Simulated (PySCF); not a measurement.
A series of related molecules.

All values: CAM-B3LYP/def2-SVPD (PySCF) at GFN2-xTB geometries, gas phase, one conformer each. Core orbitals are frozen in the response; Δα² is half the sum of the squared differences of the principal polarisabilities.

(1) Rank by polarisability anisotropy Δα, highest first.
A. `[CH3:1][S:2][Si@H:3]([SH:4])[C:5]([CH3:6])([F:7])[F:8]` with C1–S2–Si3–S4 -47°, S2–Si3–S4–H -132°, S2–Si3–C5–C6 -15°
B. `[CH:1]#[C:2][Si@@H:3]([SH:4])[C:5]([CH3:6])([F:7])[F:8]` with C2–Si3–S4–H 151°, C2–Si3–C5–C6 -50°
C. `[CH3:1][C:2]([F:3])([F:4])[Si@@H:5]([F:6])[SH:7]` with C1–C2–Si5–F6 -35°, C2–Si5–S7–H 38°
D. `[CH2:1]=[CH:2][Si@H:3]([SH:4])[C:5]([CH3:6])([F:7])[F:8]` with C1–C2–Si3–S4 -12°, C2–Si3–S4–H -75°, C2–Si3–C5–C6 -174°

(2) Rank by dipole moment, lowest first.
A. `[CH:1]#[C:2][Si@@H:3]([SH:4])[C:5]([CH3:6])([F:7])[F:8]` with C2–Si3–S4–H 151°, C2–Si3–C5–C6 -50°
B. `[CH3:1][C:2]([F:3])([F:4])[SiH2:5][SH:6]` with C1–C2–Si5–S6 -65°, C2–Si5–S6–H -39°
C. `[CH2:1]=[CH:2][Si@H:3]([SH:4])[C:5]([CH3:6])([F:7])[F:8]` with C1–C2–Si3–S4 -12°, C2–Si3–S4–H -75°, C2–Si3–C5–C6 -174°

(3) Rank by HOMO energy, lowest first.
A. `C#C[Si@@H](S)C(C)(F)F`
B. `CS[Si@H](S)C(C)(F)F`
C. `CC(F)(F)[Si@@H](F)S`

## Answers

(1) D (4.23 Å³), A (4.01 Å³), B (3.44 Å³), C (2.32 Å³).

(2) C (0.93 D), B (1.45 D), A (2.08 D).

(3) C (-9.39 eV), A (-9.04 eV), B (-8.57 eV).

All values together:

```tsv
SMILES	change	formula	μ (D)	HOMO (eV)	LUMO (eV)	α (Å³)	Δα (Å³)	electrons	α per electron (Å³)
CC(F)(F)[SiH2]S	parent	C2H6F2SSi	1.45	-9.02	0.63	10.84	2.16	66	0.164
C#C[Si@@H](S)C(C)(F)F	H on Si replaced by ethynyl	C4H6F2SSi	2.08	-9.04	0.14	13.75	3.44	78	0.176
CC(F)(F)[Si@@H](F)S	H on Si replaced by F	C2H5F3SSi	0.79	-9.39	0.47	10.51	2.32	74	0.142
CS[Si@H](S)C(C)(F)F	H on Si replaced by SCH3	C3H8F2S2Si	2.02	-8.57	0.37	15.59	4.01	90	0.173
C=C[Si@H](S)C(C)(F)F	H on Si replaced by vinyl	C4H8F2SSi	0.93	-8.95	0.35	14.20	4.23	80	0.177
```

Conformers: `[CH3:1][C:2]([F:3])([F:4])[SiH2:5][SH:6]` with C1–C2–Si5–S6 -65°, C2–Si5–S6–H -39°; `[CH:1]#[C:2][Si@@H:3]([SH:4])[C:5]([CH3:6])([F:7])[F:8]` with C2–Si3–S4–H 151°, C2–Si3–C5–C6 -50°; `[CH3:1][C:2]([F:3])([F:4])[Si@@H:5]([F:6])[SH:7]` with C1–C2–Si5–F6 -35°, C2–Si5–S7–H 38°; `[CH3:1][S:2][Si@H:3]([SH:4])[C:5]([CH3:6])([F:7])[F:8]` with C1–S2–Si3–S4 -47°, S2–Si3–S4–H -132°, S2–Si3–C5–C6 -15°; `[CH2:1]=[CH:2][Si@H:3]([SH:4])[C:5]([CH3:6])([F:7])[F:8]` with C1–C2–Si3–S4 -12°, C2–Si3–S4–H -75°, C2–Si3–C5–C6 -174°.

Task: Give the shifts from the parent, `CC(F)(F)[SiH2]S`.

Result: 
```csv
SMILES,change in μ (D),change in HOMO (eV),change in LUMO (eV),change in mean α (Å³)
C#C[Si@@H](S)C(C)(F)F,+0.63,-0.02,-0.49,+2.91
CC(F)(F)[Si@@H](F)S,-0.66,-0.37,-0.16,-0.33
CS[Si@H](S)C(C)(F)F,+0.57,+0.45,-0.26,+4.75
C=C[Si@H](S)C(C)(F)F,-0.52,+0.07,-0.28,+3.36
```
